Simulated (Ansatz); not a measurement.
Relaxation of CH8S2Si2 (13 atoms, charge 0, multiplicity 1), to a largest force component of 0.02 eV/Å in at most 40 steps.

Method: UKS PBE-D4/STO-3G (Ansatz).

```xyz
13
Properties=species:S:1:pos:R:3
C -1.677 0.960 1.194
S -0.036 1.585 0.944
Si 1.083 -0.230 0.765
Si 0.868 -1.227 -1.282
S 1.289 0.086 -2.910
H -2.062 0.442 0.317
H -1.773 0.392 2.087
H -2.350 1.884 1.292
H 0.680 -1.114 1.921
H 2.549 0.114 1.010
H -0.650 -1.607 -1.412
H 1.635 -2.461 -1.396
H 0.465 1.142 -2.514
```

Task: Where does it end, and by what steps?

Result: The forces met the threshold. The force dipped under the threshold on the way, but the program's further checks kept it going. Limits of this set-up: minimal basis. After 27 steps the energy has fallen by 0.575 eV; S5 moved furthest, 1.32 Å.

| step | energy less start (eV) | largest force component (eV/Å) | accepted |
| --- | --- | --- | --- |
| 0 | 0.0000 | 2.636 | yes |
| 1 | -0.3190 | 0.941 | yes |
| 2 | -0.4300 | 0.463 | yes |
| 3 | -0.4438 | 0.105 | yes |
| 4 | -0.4475 | 0.046 | yes |
| 5 | -0.4488 | 0.058 | yes |
| 6 | -0.4498 | 0.050 | yes |
| 7 | -0.4509 | 0.062 | yes |
| 8 | -0.4514 | 0.081 | yes |
| 9 | -0.4521 | 0.061 | yes |
| 10 | -0.4527 | 0.029 | yes |
| 11 | -0.4536 | 0.050 | yes |
| 12 | -0.4547 | 0.107 | yes |
| 13 | -0.4557 | 0.111 | yes |
| 14 | -0.4581 | 0.427 | yes |
| 15 | -0.4666 | 0.537 | yes |
| 16 | -0.4933 | 0.508 | yes |
| 17 | -0.5219 | 0.749 | yes |
| 18 | -0.5036 | 0.572 | no |
| 19 | -0.5482 | 0.222 | yes |
| 20 | -0.5579 | 0.089 | yes |
| 21 | -0.5668 | 0.089 | yes |
| 22 | -0.5702 | 0.168 | yes |
| 23 | -0.5725 | 0.116 | yes |
| 24 | -0.5739 | 0.078 | yes |
| 25 | -0.5746 | 0.016 | yes |
| 26 | -0.5747 | 0.022 | yes |
| 27 | -0.5748 | 0.020 | yes |

```xyz
13
Properties=species:S:1:pos:R:3
C -1.487 1.134 0.818
S 0.282 1.608 0.726
Si 1.098 -0.387 0.827
Si 0.760 -1.314 -1.222
S 0.066 0.271 -2.460
H -1.792 0.508 -0.046
H -1.728 0.587 1.751
H -2.094 2.058 0.797
H 0.452 -1.111 1.917
H 2.508 -0.228 1.160
H -0.207 -2.407 -1.144
H 1.992 -1.914 -1.730
H 0.169 1.161 -1.380
```

Time of the run: 2.3 min on 1 CPU thread of a shared host.
